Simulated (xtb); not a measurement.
C$_{2}$H$_{5}$ (SMILES [CH2]C), doublet, geometry from GFN2-xTB; GFN1-xTB with GBSA(water) (xtb).

Here is a job for xtb.
```
$ xtb mol.xyz --gfn 1 --uhf 1 --gbsa water --json

# file mol.xyz
7

C     -0.02614715    -0.68564880    -0.01471818
C      0.00914777     0.78429993     0.01653914
H      0.98817534    -1.11000404    -0.01568722
H     -0.53087951    -1.08690884     0.86435588
H     -0.52155198    -1.05009079    -0.91400379
H      0.10921562     1.30609826     0.94783358
H      0.05703688     1.34899869    -0.89342413
```

Output, abridged:

```
   ID    Z sym.   atoms
    1    6 C      1, 2
    2    1 H      3-7

           -------------------------------------------------
          |                Calculation Setup                |
           -------------------------------------------------

           -------------------------------------------------
          |                 G F N 1 - x T B                 |
           -------------------------------------------------

      * Solvation model:               GBSA
        Solvent                        water
        Parameter file                 internal GFN1-xTB/GBSA
        Dielectric constant                7.8500E+01
        Reference state                gsolv [1 M gas/solution]
        Free energy shift                  2.0755E-03 Eh       1.3024E+00 kcal/mol
        Temperature                        2.9815E+02 K
        Density                            9.9800E-01 kg/L
        Solvent mass                       1.8000E+01 g/mol
        Interaction kernel             Still
        Born radius scaling (c1)           1.5808E+00
        Born radii integrator          GBOBC
        Born offset                        1.3596E-02 a0       2.5692E-02 AA
        H-bond correction              true
        Ion screening                  false
        Surface tension                    1.0000E-05 Eh       1.5569E+01 dyn/cm
        Grid points                               230 per atom

          ...................................................
          :                      SETUP                      :
          :.................................................:
          :  # basis functions                  18          :
          :  # atomic orbitals                  18          :
          :  # shells                           14          :
          :  # electrons                        13          :
          :  # halogen bonds                     0          :
          :  max. iterations                   250          :
          :  Hamiltonian                  GFN1-xTB          :
          :  restarted?                      false          :
          :  GBSA solvation                   true          :
          :  PC potential                    false          :
          :  electronic temp.          300.0000000     K    :
          :  accuracy                    1.0000000          :
          :  -> integral cutoff          0.2500000E+02      :
          :  -> integral neglect         0.1000000E-07      :
          :  -> SCF convergence          0.1000000E-05 Eh   :
          :  -> wf. convergence          0.2000000E-04 e    :
          :  Broyden damping             0.4000000          :
          :  net charge                          0          :
          :  unpaired electrons                  1          :
          ...................................................

 iter      E             dE          RMSdq      gap      omega  full diag
   1     -6.9349025 -0.693490E+01  0.766E+00    5.38       0.0  T
   2     -6.9400509 -0.514840E-02  0.463E+00    5.63       1.0  T
   3     -6.9405011 -0.450174E-03  0.463E-01    5.91       1.0  T
   4     -6.9408755 -0.374489E-03  0.814E-02    5.80       1.0  T
   5     -6.9408878 -0.122820E-04  0.795E-03    5.81       4.8  T
   6     -6.9408879 -0.778860E-07  0.895E-04    5.80      42.2  T
   7     -6.9408879 -0.149162E-08  0.563E-04    5.81      67.1  T
   8     -6.9408879 -0.507607E-09  0.296E-05    5.81    1277.1  T
   9     -6.9408879 -0.100542E-11  0.311E-06    5.81   12166.9  T

   *** convergence criteria satisfied after 9 iterations ***

         :::::::::::::::::::::::::::::::::::::::::::::::::::::
         ::                     SUMMARY                     ::
         :::::::::::::::::::::::::::::::::::::::::::::::::::::
         :: total energy              -6.836769066951 Eh    ::
         :: total w/o Gsasa/hb        -6.837894402284 Eh    ::
         :: gradient norm              0.006718018798 Eh/a0 ::
[...]
         ::    -> Gshift               0.002075470640 Eh    ::
         :: repulsion energy           0.105235153794 Eh    ::
         :: dispersion energy         -0.001116312036 Eh    ::
         :: halogen bond corr.         0.000000000000 Eh    ::
         :: add. restraining           0.000000000000 Eh    ::
         :: total charge               0.000000000000 e     ::
         :::::::::::::::::::::::::::::::::::::::::::::::::::::

           -------------------------------------------------
          |                Property Printout                |
           -------------------------------------------------

    * Orbital Energies and Occupations

         #    Occupation            Energy/Eh            Energy/eV
      -------------------------------------------------------------
         1        2.0000           -0.6400373             -17.4163
         2        2.0000           -0.5958030             -16.2126
         3        2.0000           -0.5465869             -14.8734
         4        2.0000           -0.5239476             -14.2573
         5        2.0000           -0.5046031             -13.7309
         6        2.0000           -0.4830424             -13.1443
         7        1.0000           -0.3409751              -9.2784 (HOMO)
         8                         -0.1276405              -3.4733 (LUMO)
         9                         -0.1013259              -2.7572
        10                         -0.0748927              -2.0379
        11                         -0.0601345              -1.6363
        12                         -0.0392372              -1.0677
        13                          0.1907825               5.1915
        14                          0.2304806               6.2717
        15                          0.2540292               6.9125
        16                          0.3561340               9.6909
        17                          0.4305668              11.7163
        18                          0.4574261              12.4472
      -------------------------------------------------------------
                  HL-Gap            0.2133346 Eh            5.8051 eV
             Fermi-level           -0.3231583 Eh           -8.7936 eV

  Mulliken/CM5 charges         n(s)   n(p)   n(d)
     1C    -0.06957 -0.21770   1.001  3.069  0.000
     2C    -0.11872 -0.22962   1.062  3.057  0.000
     3H     0.05041  0.10069   0.950  0.000  0.000
     4H     0.03724  0.08869   0.963  0.000  0.000
     5H     0.03633  0.08786   0.964  0.000  0.000
     6H     0.03208  0.08495   0.968  0.000  0.000
     7H     0.03224  0.08513   0.968  0.000  0.000

Wiberg/Mayer (AO) data.
largest (>0.10) Wiberg bond orders for each atom

 ---------------------------------------------------------------------------
     #   Z sym  total        # sym  WBO       # sym  WBO       # sym  WBO
 ---------------------------------------------------------------------------
     1   6 C    3.998 --     2 C    1.112     5 H    0.976     4 H    0.973
                             3 H    0.935
     2   6 C    3.182 --     1 C    1.112     7 H    0.989     6 H    0.988
     3   1 H    1.005 --     1 C    0.935
     4   1 H    1.008 --     1 C    0.973
     5   1 H    1.007 --     1 C    0.976
     6   1 H    1.004 --     2 C    0.988
     7   1 H    1.004 --     2 C    0.989
 ---------------------------------------------------------------------------

Topologies differ in total number of bonds
Writing topology from bond orders to xtbtopo.mol

 dipole moment from electron density (au)
     X       Y       Z
   0.0692  -0.2146  -0.0027  total (Debye):    0.573

           -------------------------------------------------
          | TOTAL ENERGY               -6.836769066951 Eh   |
          | GRADIENT NORM               0.006718018798 Eh/α |
          | HOMO-LUMO GAP               5.805129748034 eV   |
           -------------------------------------------------

normal termination of xtb
```
